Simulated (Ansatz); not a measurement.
Computed with Ansatz on PBE0-D4/def2-TZVP structures; ΔE is electronic, products minus reactants. CCSD(T)/CBS is the MP2 limit (def2-TZVPP, def2-QZVPP) plus CCSD(T) − MP2 in def2-TZVPP, frozen cores. Functionals use def2-TZVPP. For Ga, Ti outer-core shells are correlated without core-valence functions, which leaves a few kJ/mol of doubt a bond. Scalar relativity is left out up to krypton. Each species was taken in one conformer, which may not be the lowest.

`[OH][Ti]([OH])([OH])[Cl]` + `[OH][Ga]([F])[F]` → `[OH][Ti]([OH])([OH])[OH]` + `[F][Ga]([F])[Cl]`  (redistribution)

CCSD(T)/CBS gives -15.0 kJ/mol.

Q: Another level gave -20.0 kJ/mol. Which?
A. HF/def2-TZVPP
B. r2SCAN-D4/def2-TZVPP
C. ωB97X-V/def2-TZVPP
D. MP2/def2-TZVPP

A: C. ωB97X-V -20.0, MP2/def2-TZVPP -8.5, r2SCAN-D4 -15.8, HF/def2-TZVPP -25.9 kJ/mol.

Largest T1 diagnostic among the species: 0.024, so the coupled-cluster value is less sure than usual.

From BLYP to BHLYP (50 % exact exchange), in def2-TZVPP and without D4, ΔE moves by −4.4 kJ/mol. At CCSD(T), def2-SVP lies −5.8 kJ/mol from the extrapolated value and def2-TZVPP +0.5 kJ/mol. Leaving LDA and LC-ωPBE aside and taking each functional with its dispersion term where it has one, the values, not all of them listed here, spread over 7.3 kJ/mol, from BHLYP-D4 to B2PLYP.
